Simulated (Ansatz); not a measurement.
Gas-phase electronic energies from Ansatz, PBE0-D4/def2-TZVP geometries. CCSD(T)/CBS adds triple-zeta CCSD(T) − MP2 to the extrapolated MP2 energy (def2 sets, frozen cores). This one scheme is used for every species. DFT in def2-TZVPP. For Zn outer-core shells are correlated without core-valence functions, which leaves a few kJ/mol of doubt a bond. Scalar relativity is left out up to krypton. Each species was taken in one conformer, which may not be the lowest.

Reaction (cleavage of the Si–Zn bond): `C[SiH2][Zn][F]` + `N[SiH3]` → `C[SiH2]N[SiH3]` + `[F][ZnH]`

`C[SiH2][Zn][F]`:

```xyz
9

C     0.947    0.871    0.549
Si   -0.662   -0.081    0.357
Zn   -0.698   -1.452   -1.542
F    -0.718   -2.481   -2.975
H     1.121    1.524   -0.308
H     0.912    1.490    1.449
H     1.797    0.192    0.636
H    -1.806    0.871    0.275
H    -0.893   -0.933    1.559
```

`N[SiH3]`:

Cartesian coordinates in Å:
```
N -0.089 1.053 -0.147
Si 0.151 -0.626 0.143
H -0.811 1.546 0.352
H 0.006 1.415 -1.083
H 0.225 -0.828 1.613
H -0.911 -1.538 -0.378
H 1.430 -1.022 -0.501
```

`C[SiH2]N[SiH3]`:

Z-matrix (Å, degrees):
```
C
Si 1 1.865
H 1 1.094 2 110.6
H 1 1.093 2 110.9 3 120.2
H 1 1.093 2 111.0 3 -119.6
N 2 1.730 1 112.8 3 179.6
H 2 1.491 1 108.4 3 57.3
H 2 1.487 1 110.4 3 -61.8
Si 6 1.724 2 128.4 1 114.8
H 6 1.011 2 115.9 1 -70.0
H 9 1.489 6 109.9 2 -142.1
H 9 1.491 6 113.5 2 97.9
H 9 1.485 6 108.1 2 -22.2
```

`[F][ZnH]`:

Cartesian coordinates in Å:
```
F -1.447 0.476 0.681
Zn 0.070 -0.023 -0.033
H 1.377 -0.453 -0.648
```

**Question.** Is it downhill or uphill in electronic energy at CCSD(T)/CBS, and by how much? (Estimate.)

**Answer.** The calculation gave: Downhill: ΔE = -32.7 kJ/mol.

**Question.** What do these levels give: ωB97X-V, BHLYP, LC-ωPBE, HF/def2-TZVPP, SCS-MP2/def2-QZVPP, HF/CBS(def2)? (An estimate is asked.)

**Answer.** Computed: ωB97X-V -34.6, BHLYP -34.6, LC-ωPBE -30.5, HF/def2-TZVPP -46.1, SCS-MP2/def2-QZVPP -40.7, HF/CBS(def2) -46.7 kJ/mol.

Largest T1 diagnostic among the species: 0.018.

Leaving LDA and LC-ωPBE aside and taking each functional with its dispersion term where it has one, the values, not all of them listed here, spread over 23.1 kJ/mol, from BHLYP-D4 to PBE-D4. LDA lies −10.4 kJ/mol from PBE without D4. The D4 term adds −7.9 kJ/mol with B3LYP and −4.5 kJ/mol with PBE0; it sums over pairs of atoms, weighted by their polarisabilities, and B3LYP, whose exchange is more repulsive, gets the larger term. From PBE to PBE0 (25 % exact exchange), in def2-TZVPP and without D4, ΔE moves by −7.5 kJ/mol.

B3LYP here is the variant with VWN-RPA as its local correlation; programs differ in this.
